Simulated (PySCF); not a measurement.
C2H5O, SMILES C[CH]O, multiplicity 2. Atoms are numbered in the order given.

```xyz
8

C     -1.2006    -0.1783     0.2132
C      0.2067     0.2070     0.4277
O      1.0386    -0.0788    -0.6169
H     -1.7796    -0.0226     1.1249
H     -1.6766     0.4036    -0.5912
H     -1.2767    -1.2331    -0.0678
H      0.4674     1.0650     1.0423
H      1.9205     0.2447    -0.4185
```
Charge 0, spin multiplicity 2.

Geometry: PBE0-D3(BJ)/def2-TZVP. The isomer is the one that the SMILES or the coordinates give; other isomers of the formula were not compared. The values are those of a single conformer.

Two levels are set side by side: PBE/pcH-1 (PySCF) and B3LYP/pcH-1 (PySCF). Contact hyperfine couplings, same geometry. Differences are taken from unrounded values.

```
quantity                      B3LYP
----------------------------  -----
A(iso) of 13C, atom C1 (MHz)  -22.1
A(iso) of 13C, atom C2 (MHz)  164.4
A(iso) of 17O, atom O3 (MHz)  -18.6
A(iso) of 1H, atom H4 (MHz)     9.7
A(iso) of 1H, atom H5 (MHz)   128.8
A(iso) of 1H, atom H6 (MHz)    55.2
A(iso) of 1H, atom H7 (MHz)   -26.9
A(iso) of 1H, atom H8 (MHz)    -9.1
```

**Question.** What does PBE give, and how far is it from B3LYP? (The exact figures need the calculation; the answer reports its results.)

**Answer.** 
```
quantity                        PBE  PBE minus B3LYP
----------------------------  -----  ---------------
A(iso) of 13C, atom C1 (MHz)  -19.8              2.3
A(iso) of 13C, atom C2 (MHz)  142.0            -22.3
A(iso) of 17O, atom O3 (MHz)  -11.0              7.6
A(iso) of 1H, atom H4 (MHz)     8.7             -1.0
A(iso) of 1H, atom H5 (MHz)   125.8             -3.0
A(iso) of 1H, atom H6 (MHz)    54.0             -1.2
A(iso) of 1H, atom H7 (MHz)   -23.9              3.0
A(iso) of 1H, atom H8 (MHz)    -7.9              1.2
```

Rough cost on one machine, each run with all the roots and properties that it gave: B3LYP against PBE within a factor of 2.
